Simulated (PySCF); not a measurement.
HO3S, SMILES O=[SH](=O)[O-], charge -1.

The structure is a stationary point at B3LYP-D3(BJ)/def2-SVPD.

These are HF/def2-TZVPD (PySCF) values and carry that method's errors.

| Item | Value |
|---|---|
| total energy | -622.83498 hartree |
| point group | C3v |
| highest occupied level | -6.51 eV |
| lowest empty level | 4.69 eV |
| orbital gap | 11.20 eV |
| dipole moment about the centre of nuclear charge | 2.35 D |
| mean static polarisability | 35.3 bohr³ (5.23 Å³) |
| polarisability, principal values | 33.6, 36.2, 36.2 bohr³ |
